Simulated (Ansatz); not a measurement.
A CCSD(T) single point on CHF$_{3}$Se, SMILES `FC(F)(F)[SeH]`.

```yaml
crystal:
  periodic: [false, false, false]
  atoms:
    - {symbol: F, position_ang: [0.620362, -0.978052, 1.270816]}
    - {symbol: C, position_ang: [0.256380, -0.401903, 0.127120]}
    - {symbol: F, position_ang: [-0.450652, -1.283077, -0.576266]}
    - {symbol: F, position_ang: [1.356572, -0.131109, -0.571003]}
    - {symbol: Se, position_ang: [-0.771720, 1.208890, 0.561885]}
    - {symbol: H, position_ang: [-0.968841, 1.521251, -0.858750]}
basis:
  gaussian: {orbitals: def2-SVP}
correlation: {method: ccsd_t}
```

```sh
$ ansatz run in.yaml --threads 4 --pin off --events-out ev --progress --plain
```

Output of Ansatz, abridged:

```
Functional definition: HF
900 factors; integrals over basis functions are off by at most 1.1e-3 eV
mean field evaluation 1: about -74447.2323 eV, gradient 4.3e1 eV
mean field evaluation 2: about -74447.3065 eV, gradient 4.4e1 eV
mean field evaluation 4: about -74451.1292 eV, gradient 2.9e0 eV
mean field evaluation 8: about -74451.1710 eV, gradient 1.9e-1 eV
mean field -74451.17115530 eV, -2736.0300751410 hartree, gradient 2.6e-6 eV, S^2 0.000000; 0 other end points of the search recorded, 0 dependent functions left out
13 core orbitals not correlated: weight in the atoms' cores, before any rotation towards them, 1.000 or more for the frozen orbitals, at most 0.000 for the correlated occupied ones
reference -74451.17115530 eV, -2736.0300751410 hartree; 21, 21 occupied and 59, 59 virtual orbitals, 900 factors
second order -24.95008779 eV of doubles, -0.00000000 eV of singles
cycle   1  -24.71646798 eV  change    2.3e-1 eV  update   1.0e-1
cycle   2  -25.25085415 eV  change   -5.3e-1 eV  update   2.9e-2
cycle   3  -25.36705641 eV  change   -1.2e-1 eV  update   1.5e-2
cycle   4  -25.35582859 eV  change    1.1e-2 eV  update   3.0e-3
cycle   5  -25.35484394 eV  change    9.8e-4 eV  update   1.4e-3
cycle   6  -25.35511696 eV  change   -2.7e-4 eV  update   3.7e-4
cycle   7  -25.35483309 eV  change    2.8e-4 eV  update   1.5e-4
cycle   8  -25.35474254 eV  change    9.1e-5 eV  update   3.9e-5
cycle   9  -25.35476177 eV  change   -1.9e-5 eV  update   1.3e-5
perturbative correction -0.55898621 eV, -0.0205423643 hartree
Total energy: -74477.08490328 eV, -2736.9823878141 hartree
```

Hardware: 4 threads of a server CPU on a shared host. Wall time 4.4 s, peak host memory 0.37 GiB.

The correlation energy is -25.914 eV, 2.2 % of it from (T); the T1 diagnostic reads 0.0106.
